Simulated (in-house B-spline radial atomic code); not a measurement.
**Removing one electron from I⁷⁺**

Closed shell [Kr] 4d10. Computed with an all-electron radial atomic-structure program (B-spline basis): Koopmans values of Dirac-Hartree-Fock plus a diagonal self-energy, in second order or with its direct term screened (direct RPA, with the hole-particle interaction, or full time-dependent Hartree-Fock), linearised in energy; no-pair Dirac-Coulomb Hamiltonian, finite nucleus. Shifts add to the Koopmans value (the ΔSCF shift is orbital relaxation alone); the final value takes TDHF screening with Breit and QED.

Command:
```bash
python run_mb.py task.json out
```
Settings (nuclear radius in fm, box in bohr, cutoff in hartree):
```
basis_form          2
Z                   53
core_configuration  [Kr] 4d10
rms_radius          4.75
mass_number         127
speed_of_light      137.036
box_radius          8.943
lmax                7
intervals           61
virtual_cutoff      11236.0
```

Run time, properties included: 33 s on 1 thread of Intel(R) Xeon(R) 6975P-C (shared host).

Energies in eV:

```
subshell  Koopmans  ΔSCF shift  second order  direct RPA  hole-particle    TDHF  Breit + QED   final
   4d5/2    151.18      -1.685             ?           ?              ?       ?            ?       ?
   4d3/2    153.06      -1.751        -0.577       0.061         -0.191  -0.200       -0.033  152.82
```

**Question.** What does the self-energy do to 4d5/2?

**Answer.** It shifts the removal energy by -0.526 eV in second order, 0.087 with direct RPA, -0.156 with the hole-particle term and -0.163 with TDHF screening (quasi-particle weight 0.976); Breit and QED add 0.014 eV. The final value is 151.03 eV, against 150.81 ± 0.1 eV (NIST, measured).
